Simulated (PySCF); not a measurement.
**Solvent effects on NMR parameters**

Atoms are numbered as in `[CH3:1][C@@H:2]1[C@H:3]([F:4])[C:5]12[CH2:6][CH2:7]2`. Each H is labelled by its parent atom. Ha(C6), Ha(C7) are pro-R; Hb(C6), Hb(C7) are pro-S.

GIAO PBE0/pcSseg-1 in PySCF 2.14.0 with density-fitted response routines on one PBE0-D3(BJ)/def2-SVP conformer, non-relativistic, equivalent nuclei averaged. Solvents enter as an IEF-PCM continuum (chloroform with ε = 4.7, methanol with ε = 32.6) around the gas-phase geometry. Shifts are referred to TMS, CFCl3 computed in the same medium.

Gas phase, δ in ppm: C3 76.8, C2 19.0, C5 16.7, C1 10.9, C6 10.7, C7 4.8, F4 -246.6, H(C3) 4.39, H(C1) 1.15, H(C2) 0.95, Ha(C6) 0.93, Hb(C7) 0.91, Ha(C7) 0.89, Hb(C6) 0.74. Dipole moment 1.59 D.

**Question.** How does each δ change in the continuum?

**Answer.** 
```tsv
atoms	environment	Δδ, chloroform	Δδ, methanol
C3	three-membered-ring carbon	+1.1	+1.6
C2	three-membered-ring carbon	+0.4	+0.6
C5	three-membered-ring carbon	+0.9	+1.2
C1	methyl carbon	+0.3	+0.5
C6	three-membered-ring carbon	+0.1	+0.1
C7	three-membered-ring carbon	0.0	0.0
F4	fluorine on an sp3 carbon	-2.8	-3.7
H(C3)	hydrogen on a three-membered-ring carbon	+0.18	+0.25
H(C1)	hydrogen on a methyl carbon	0.00	-0.01
H(C2)	hydrogen on a three-membered-ring carbon	+0.14	+0.20
Ha(C6)	hydrogen on a three-membered-ring carbon	+0.07	+0.10
Hb(C7)	hydrogen on a three-membered-ring carbon	0.00	-0.02
Ha(C7)	hydrogen on a three-membered-ring carbon	+0.07	+0.09
Hb(C6)	hydrogen on a three-membered-ring carbon	+0.08	+0.11
```

Changes are relative to the gas phase. The dipole moment becomes 1.89 D in chloroform, 2.02 D in methanol.

**Question.** Which nuclei move most (in ppm), and what does the model miss?

**Answer.** F4 (fluorine on an sp3 carbon, -3.7 ppm) in methanol. A continuum only polarises the solute; specific hydrogen bonds, the anisotropy of aromatic solvents and changes of geometry or conformer are outside it.
